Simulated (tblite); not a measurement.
C5H16GeSi.
Numbering: `[CH3:1][CH2:2][C@H:3]([CH3:4])[SiH2:5][GeH2:6][CH3:7]` (hydrogens: H8, H9, H10 on C1; H11, H12 on C2; H13 on C3; H14, H15, H16 on C4; H17, H18 on Si5; H19, H20 on Ge6; H21, H22, H23 on C7)

Computed with GFN2-xTB (tblite), gas phase: L-BFGS steps from a force-field or distance-geometry start until the largest atomic force falls under 0.01 eV/Å.

Step 22: E = -612.6467 eV
```
atom  x, y, z in Å  |  force x, y, z in eV/Å
C1      1.7325    1.5186    0.2462   -0.009   0.032   0.026
C2      1.4481    0.2310   -0.5125    0.006   0.015   0.009
C3      1.1447   -0.9551    0.4000   -0.004  -0.017   0.013
C4      1.0386   -2.2263   -0.4368    0.007  -0.028  -0.006
Si5    -0.4623   -0.7317    1.4050   -0.080   0.012   0.035
Ge6    -2.2368   -0.1623   -0.0228    0.001   0.002  -0.006
C7     -2.2780    1.7651   -0.4460   -0.002   0.045   0.003
H8      2.5246    1.3628    0.9759    0.013  -0.001  -0.015
H9      2.0466    2.3045   -0.4383    0.001  -0.008   0.000
H10     0.8482    1.8640    0.7765   -0.022  -0.009   0.004
H11     0.5982    0.3835   -1.1865    0.006   0.004  -0.034
H12     2.3165   -0.0089   -1.1340    0.001  -0.014  -0.007
H13     1.9763   -1.0718    1.1010    0.054  -0.014  -0.017
H14     0.2296   -2.1327   -1.1621    0.007  -0.019   0.005
H15     0.8374   -3.0923    0.1904    0.011   0.001  -0.003
H16     1.9628   -2.4097   -0.9842    0.001  -0.007  -0.010
H17    -0.3020    0.3054    2.4326    0.013   0.024   0.013
H18    -0.7092   -1.9774    2.1413   -0.019  -0.020  -0.019
H19    -2.2791   -0.8875   -1.3538    0.015  -0.001   0.020
H20    -3.5998   -0.4947    0.5444    0.027  -0.013   0.003
H21    -3.1498    2.0329   -1.0378    0.015  -0.006   0.005
H22    -1.3896    2.0597   -1.0003   -0.027   0.014  -0.010
H23    -2.3022    2.3499    0.4712   -0.017   0.007  -0.011
```

Step 23: E = -612.6474 eV
```
atom  x, y, z in Å  |  force x, y, z in eV/Å
C1      1.7314    1.5176    0.2462   -0.004   0.037   0.029
C2      1.4484    0.2286   -0.5113    0.009   0.045   0.003
C3      1.1445   -0.9569    0.4021    0.016  -0.008  -0.019
C4      1.0396   -2.2268   -0.4368    0.002  -0.038  -0.007
Si5    -0.4629   -0.7327    1.4071   -0.052   0.008   0.016
Ge6    -2.2338   -0.1589   -0.0219   -0.015   0.003  -0.006
C7     -2.2803    1.7679   -0.4468   -0.001   0.035   0.002
H8      2.5248    1.3637    0.9752    0.007  -0.002  -0.015
H9      2.0442    2.3042   -0.4386   -0.005  -0.019   0.003
H10     0.8467    1.8619    0.7774   -0.013  -0.012  -0.001
H11     0.5993    0.3815   -1.1863    0.001  -0.002  -0.030
H12     2.3172   -0.0099   -1.1335   -0.007  -0.019   0.009
H13     1.9774   -1.0731    1.1020    0.045  -0.017  -0.015
H14     0.2293   -2.1352   -1.1609    0.005  -0.008   0.005
H15     0.8401   -3.0930    0.1897    0.010  -0.018   0.008
H16     1.9626   -2.4101   -0.9866   -0.001   0.004   0.001
H17    -0.3005    0.3048    2.4330    0.013   0.028   0.025
H18    -0.7068   -1.9801    2.1407   -0.028  -0.022  -0.013
H19    -2.2756   -0.8816   -1.3534    0.016  -0.010   0.014
H20    -3.5972   -0.4912    0.5440    0.024  -0.018   0.005
H21    -3.1537    2.0303   -1.0390    0.022  -0.001   0.011
H22    -1.3930    2.0627   -1.0031   -0.033   0.024   0.000
H23    -2.3066    2.3532    0.4703   -0.011   0.011  -0.024
```

Task: Estimate the geometry and energy of step 24. (The exact step hangs on the optimiser's Hessian estimate; all steps are aligned on step 23, rigid shifts and turns removed.)

Result: E = -612.6479 eV, largest force 0.050 eV/Å
```
atom  x, y, z in Å  |  force x, y, z in eV/Å
C1      1.7304    1.5172    0.2467   -0.001   0.023   0.019
C2      1.4487    0.2271   -0.5103    0.004   0.050  -0.003
C3      1.1444   -0.9585    0.4038    0.026   0.004  -0.037
C4      1.0406   -2.2278   -0.4369   -0.003  -0.032  -0.002
Si5    -0.4644   -0.7333    1.4093   -0.004   0.003  -0.005
Ge6    -2.2315   -0.1556   -0.0213   -0.022   0.008  -0.005
C7     -2.2822    1.7709   -0.4474   -0.001   0.013   0.001
H8      2.5253    1.3645    0.9744    0.001  -0.001  -0.010
H9      2.0420    2.3037   -0.4388   -0.011  -0.018   0.005
H10     0.8451    1.8599    0.7782   -0.004  -0.011  -0.003
H11     0.6004    0.3797   -1.1868    0.002  -0.006  -0.019
H12     2.3177   -0.0111   -1.1330   -0.012  -0.018   0.023
H13     1.9790   -1.0746    1.1026    0.024  -0.016  -0.020
H14     0.2292   -2.1377   -1.1599    0.001  -0.001   0.005
H15     0.8427   -3.0941    0.1892    0.010  -0.032   0.017
H16     1.9626   -2.4104   -0.9888   -0.001   0.011   0.009
H17    -0.2990    0.3050    2.4337    0.010   0.024   0.029
H18    -0.7055   -1.9829    2.1397   -0.035  -0.020  -0.008
H19    -2.2719   -0.8767   -1.3527    0.015  -0.018   0.006
H20    -3.5944   -0.4885    0.5440    0.016  -0.022   0.006
H21    -3.1568    2.0280   -1.0398    0.018   0.006   0.010
H22    -1.3965    2.0658   -1.0057   -0.029   0.034   0.006
H23    -2.3107    2.3565    0.4692   -0.006   0.020  -0.026
```

The energy changes by -0.0005 eV. The first-order estimate −F·Δx gives -0.0008 eV and the mean of the old and new forces, exact on a quadratic surface, -0.0006 eV. The step makes an angle of 71° with the force vector and moves no atom by more than 0.006 Å.

What follows is the cost of the whole relaxation. On one thread of an Arm Neoverse V1, shared host, this took 1.0 s of wall time.
